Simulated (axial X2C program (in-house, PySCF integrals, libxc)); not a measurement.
Potential curves of NiSi⁺, with spin–orbit coupling

All values were computed with an axial X2C code built on PySCF integrals. Two-component (2c) means X2C with spin–orbit coupling and atomic mean-field two-electron Coulomb and Gaunt terms. Basis: Ni dyall-cv3z [9s9p6d3f2g], Si dyall-v3z [8s7p2d1f] (cores contracted in-house); Gaussian nuclei, density fitting, unrestricted open shells. Masses: Ni 57.935 u, Si 27.977 u.

State: Ω = 5/2 (⟨Sz⟩ = 0.50, ⟨Lz⟩ = 2.00 at PBE0). Energies in eV from the lowest point of each curve. Fits are polynomials in 1 − R0/R over 0.85 to 1.23 times the lowest point R0.

```tsv
R (Å)	PBE0	CCSD(T)	HF
1.9053	0.6344		1.1640
1.9929	0.2643	0.2213	0.7017
2.0586	0.1052	0.0759	0.4588
2.1243	0.0228	0.0082	0.2835
2.1900	0.0000	0.0000	0.1611
2.2666	0.0301	0.0457	0.0697
2.3433	0.1050	0.1330	0.0199
2.4419	0.2464	0.2832	0.0000
2.5623	0.4601		0.0215
2.7375	0.8039		0.1049
```

Correlated methods: 13 electrons correlated (number of frozen shells: Ni 3 s, 2 p; Si 2 s, 1 p), 221 virtual spin orbitals or spinors in MP2, 89 natural virtuals in coupled cluster.

Occupations by symmetry block were frozen at the best pattern of an incomplete PBE0 search. Density functionals use the spin component along the axis (collinear). Coupled cluster ran in a truncated set of natural virtual spinors; the MP2 energy of the rest was added. (T) has no such correction and the atoms are truncated less, which lowers De at CCSD(T) by a hundredth of an eV or more. Without a current term, density functionals place determinants with orbital angular momentum somewhat too high. The determinant is spin-polarised beyond a pure state at some levels (its spin-free form has ⟨S²⟩ too high), which makes Re and μ there less reliable. The T1 diagnostic is large, a sign of multireference character. The lowest spin-free determinant has another configuration (M_S = 1/2, Λ = 0), so the order of states is uncertain and this need not be the ground state. Coupled cluster ran on the points near the minimum only. MP2 and coupled cluster on one determinant become unreliable at the stretched end.

Task: Fit the PBE0 curve near its minimum: give the equilibrium distance and the harmonic wavenumber.

Result: At PBE0, 2c: Re = 2.187 Å, ωe ≈ 391 cm⁻¹; Be follows as 0.187 cm⁻¹.

Task: Fit the CCSD(T) curve near its minimum: give the equilibrium distance and the harmonic wavenumber.

Result: At CCSD(T), 2c: Re = 2.167 Å, ωe ≈ 405 cm⁻¹; Be follows as 0.19 cm⁻¹.

Task: Fit the HF curve near its minimum: give the equilibrium distance and the harmonic wavenumber.

Result: At HF, 2c: Re = 2.443 Å, ωe ≈ 225 cm⁻¹; Be follows as 0.15 cm⁻¹.
